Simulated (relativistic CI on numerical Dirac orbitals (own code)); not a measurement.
# Hyperfine structure of Te XXXV, mass number 125

Computed by Dirac-Coulomb-Breit CI, orbitals from a KLI potential per configuration, QED by a radiative potential, unscaled Slater integrals (own radial code, finite nucleus).

Configurations in the expansion (outside the closed core [Ne]): 3s2.3p6, 3s2.3p5.3d, 3s.3p6.3d, 3s2.3p5.4s, 3s2.3p5.4p, 3s2.3p5.4d, 3s.3p6.4s, 3p6.3d.4p, 3p6.3d2, 3p5.3d3, 3p5.3d2.4s, 3p5.3d2.4p, 3p5.3d2.4d, 3p6.3d.4s, 3p5.3d.4s2, 3p5.3d.4s.4p, 3p5.3d.4s.4d. Double excitations out of closed p, d and f shells are left out; levels of such configurations are missing from the list, as are those of other unlisted configurations, and high levels can miss mixing partners.

Nuclear spin I = 1/2, μ = -0.887 μN (tables of Stone and Pyykkö). The electronic factors are computed for point nuclear moments, without core polarisation or the Bohr-Weisskopf and QED corrections.

```csv
Level,E (eV),A (GHz)
3s2.3p5.3d 3P°_1,153.816,-54.41
3s2.3p5.3d 3F°_3,159.210,-78.29
3s2.3p5.3d 3D°_2,161.196,-74.27
3s2.3p5.3d 3F°_4,168.766,-52.51
3s2.3p5.3d 3D°_3,179.758,-46.27
3s2.3p5.3d 3D°_1,194.777,23.09
3s2.3p5.3d 3F°_2,221.256,-204
3s2.3p5.3d 1P°_1,253.244,94.42
```

Levels with J = 0, under 50 % of one LS term, or S terms without an open s electron are left out. Small factors come from cancelling terms and can be off by tens of per cent or more.

At this charge energies of transitions that change n are usually good to better than 1 %, and those within a shell (Δn = 0) to a few per cent.

Question: Give the hyperfine levels of 3s2.3p5.3d 3F°_3 relative to its centre of gravity.

Answer: With K = F(F + 1) − I(I + 1) − J(J + 1), E = AK/2: F = 5/2: 156.6, F = 7/2: -117.4 GHz.

LS names give the leading component of a level, which can be under half, so a name can repeat, a term be missing and a line seem to break the LS rules.
